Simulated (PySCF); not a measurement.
**V⁺: excitation energy**

V⁺ [Ar] 3d4 (5D) → V⁺ [Ar] 3d3 4s1 (5F), as a difference of total energies. All numbers are calculated (PySCF 2.14, the spin-free X2C one-electron Hamiltonian (Gaussian nucleus), in x2c-TZVPPall (6s5p4d2f1g, 64 functions)). Correlated levels: valence and next inner shell: [Ne] frozen. The calculations carry no spin-orbit coupling.

```json
{"method": "UHF", "excitation energy (eV)": "-0.439", "error (eV)": "-0.776"}
{"method": "MP2 (valence and next inner shell)", "excitation energy (eV)": "0.426", "error (eV)": "+0.089"}
{"method": "SCS-MP2 (valence and next inner shell)", "excitation energy (eV)": "0.075", "error (eV)": "-0.262"}
{"method": "CCSD (valence and next inner shell)", "excitation energy (eV)": "0.173", "error (eV)": "-0.164"}
{"method": "CCSD(T) (valence and next inner shell)", "excitation energy (eV)": "0.196", "error (eV)": "-0.141"}
```

Reference: 0.337 eV (measured; NIST levels, between the centres of gravity of the two terms).

Errors of the correlated levels include the incompleteness of this basis and the frozen core.

The basis was made for the ground configuration and has no added diffuse functions, so the excitation energy can come out too high.
